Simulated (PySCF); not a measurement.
## ¹⁷O chemical shifts

All values are calculated (PySCF 2.14): NMR shieldings at PBE0/pcSseg-1/GIAO, structure optimised with GFN2-xTB. One computed conformer, isolated molecule, rapidly exchanging positions averaged, relativity neglected.

Shieldings were converted by a linear fit to measured shifts: ¹⁷O (scatter 10.7 ppm rms, 12.2 ppm with the 3 outliers that the fit left out vs liquid water, solution or neat liquid). Occasional misses reach two or three times the rms, and more in compound classes unlike the fitted ones.

**Question.** Give the ¹⁷O shifts of `O=C/C([SiH3])=C\CC(F)(F)F`, `C1COC1`, `CO[Si@@H]1CC(C(F)F)=C1F`, `CO[Si@@H]1CC(C(F)F)=C1F`.

**Answer.** 
```csv
compound,environment,δ (ppm)
O=C/C([SiH3])=C\CC(F)(F)F,aldehyde oxygen,600.2
C1COC1,ether oxygen,-24.5
CO[Si@@H]1CC(C(F)F)=C1F,"oxygen bonded to C, Si",-16.3
CO[Si@@H]1CC(C(F)F)=C1F,"oxygen bonded to C, Si",-16.4
```

**Question.** Match the shifts 601.5, 516.9, 318.8, 261.1, 5.7, -25.6 ppm to `CO[C@]12CC[C@H](C1)C2`, `O=C/C([SiH3])=C\C(F)(F)CF`, `Clc1oc2ccccc2p1`, `CCn1cpc(C(C)=O)c1`, `CO[Si](F)(F)OC`, `C=C(C(N)=O)C(Cl)(Cl)Cl`.

**Answer.** 601.5: O=C/C([SiH3])=C\C(F)(F)CF (aldehyde oxygen); 516.9: CCn1cpc(C(C)=O)c1 (ketone oxygen); 318.8: C=C(C(N)=O)C(Cl)(Cl)Cl (amide-type carbonyl oxygen); 261.1: Clc1oc2ccccc2p1 (aromatic ring oxygen); 5.7: CO[C@]12CC[C@H](C1)C2 (ether oxygen); -25.6: CO[Si](F)(F)OC (oxygen bonded to C, Si).

In solution the two oxygens of a carboxylic acid give one averaged line by proton exchange, and hydrogen bonding shields acid and N–H amide carbonyl oxygens by tens of ppm; neither is in these numbers.
